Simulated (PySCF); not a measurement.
## Sc: excitation energy

Sc [Ar] 3d1 4s2 (2D) → Sc [Ar] 3d2 4s1 (4F), as a difference of total energies. Calculation: PySCF 2.14, in x2c-TZVPPall (6s5p4d2f1g, 64 functions); the spin-free X2C one-electron Hamiltonian (Gaussian nucleus). Correlated levels: valence and next inner shell: [Ne] frozen. The calculations carry no spin-orbit coupling.

```
                                method  excitation energy (eV)  error (eV)
                                   UHF                   1.118      -0.309
    MP2 (valence and next inner shell)                   1.517      +0.090
SCS-MP2 (valence and next inner shell)                   1.813      +0.386
   CCSD (valence and next inner shell)                   1.630      +0.203
CCSD(T) (valence and next inner shell)                   1.687      +0.260
```

Reference: 1.427 eV (measured; NIST levels, between the centres of gravity of the two terms).

Errors of the correlated levels include the incompleteness of this basis and the frozen core.
